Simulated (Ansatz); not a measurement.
Breaking a bond: Al2(mu-OMe)2(OH)4, C₂H₁₀Al₂O₆, singlet. The O3–C17 bond (O3 also carries Al, Al; C17 carries H, H, H) is stretched with both fragments frozen at the PBE0/def2-SVP optimised geometry.

Levels: RKS-PBE0 = restricted PBE0/def2-SVP run with Ansatz (an electronic-structure program); UKS-PBE0 = Ansatz with unrestricted PBE0/def2-SVP.

Energies relative to the lowest point of each curve near equilibrium, in eV:

```json
[
 {"R / Å": "1.23", "RKS-PBE0": "0.921"},
 {"R / Å": "1.34", "RKS-PBE0": "0.120"},
 {"R / Å": "1.38", "RKS-PBE0": "0.024"},
 {"R / Å": "1.42", "RKS-PBE0": "0.000"},
 {"R / Å": "1.45", "RKS-PBE0": "0.021"},
 {"R / Å": "1.59", "RKS-PBE0": "0.411"},
 {"R / Å": "1.87", "RKS-PBE0": "1.777"},
 {"R / Å": "2.06", "RKS-PBE0": "2.732"},
 {"R / Å": "2.34", "RKS-PBE0": "3.940"},
 {"R / Å": "2.63", "RKS-PBE0": "4.897"},
 {"R / Å": "3.44", "RKS-PBE0": "6.320"},
 {"R / Å": "4.11", "RKS-PBE0": "6.730"}
]
```

Task: What does UKS-PBE0 give at the same points?

Result: 1.23: 0.921; 1.34: 0.120; 1.38: 0.024; 1.42: 0.000; 1.45: 0.021; 1.59: 0.411; 1.87: 1.777; 2.06: 2.732; 2.34: 3.922; 2.63: 4.584; 3.44: 4.985; 4.11: 5.011 (eV).

The restricted form behind RKS-PBE0 keeps the bonding electrons paired and can't separate into open-shell fragments. The unrestricted determinant behind UKS-PBE0 is spin-contaminated at 2.34 to 4.11 Å (<S²> up to 1.0, against 0.00 for a pure singlet).
